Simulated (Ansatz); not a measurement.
Isolated molecules relaxed with PBE0-D4/def2-TZVP in Ansatz; ΔE leaves out vibrations. CCSD(T)/CBS adds triple-zeta CCSD(T) − MP2 to the extrapolated MP2 energy (def2 sets, frozen cores). DFT in def2-TZVPP. For Br, Ga outer-core shells are correlated without core-valence functions, which leaves a few kJ/mol of doubt a bond. Scalar relativity is left out up to krypton. One conformer a species, not always the lowest.

Reaction (redistribution): `[OH][Ga]([F])[Br]` + `Cl[SiH2]O[SiH](Cl)Cl` → `[F][Ga]([Cl])[Br]` + `O[SiH](Cl)O[SiH2]Cl`

Problem. Is it downhill or uphill in electronic energy at CCSD(T)/CBS, and by how much? (An estimate is asked.)

Solution. The calculation gave: Downhill: ΔE = -16.6 kcal/mol.

Problem. What do these levels give: r2SCAN-D4, ωB97X-V, ωB97M-V, PBE, HF/def2-TZVPP, MP2/def2-TZVPP, SCS-MP2/def2-TZVPP, CCSD/def2-TZVPP, CCSD(T)/def2-TZVPP, HF/def2-QZVPP, HF/CBS(def2), CCSD/CBS(def2)? (Best estimate.)

Solution. Computed: r2SCAN-D4 -16.9, ωB97X-V -17.0, ωB97M-V -17.4, PBE -15.3, HF/def2-TZVPP -20.5, MP2/def2-TZVPP -15.9, SCS-MP2/def2-TZVPP -16.2, CCSD/def2-TZVPP -17.2, CCSD(T)/def2-TZVPP -16.7, HF/def2-QZVPP -20.3, HF/CBS(def2) -20.2, CCSD/CBS(def2) -17.0 kcal/mol.

Largest T1 diagnostic among the species: 0.012.

From PBE to PBE0 (25 % exact exchange), in def2-TZVPP and without D4, ΔE moves by −1.5 kcal/mol. In def2-TZVPP, CCSD(T) changes the Hartree–Fock value by +3.8 kcal/mol (the triples alone add +0.5 kcal/mol) and MP2 by +4.6 kcal/mol.
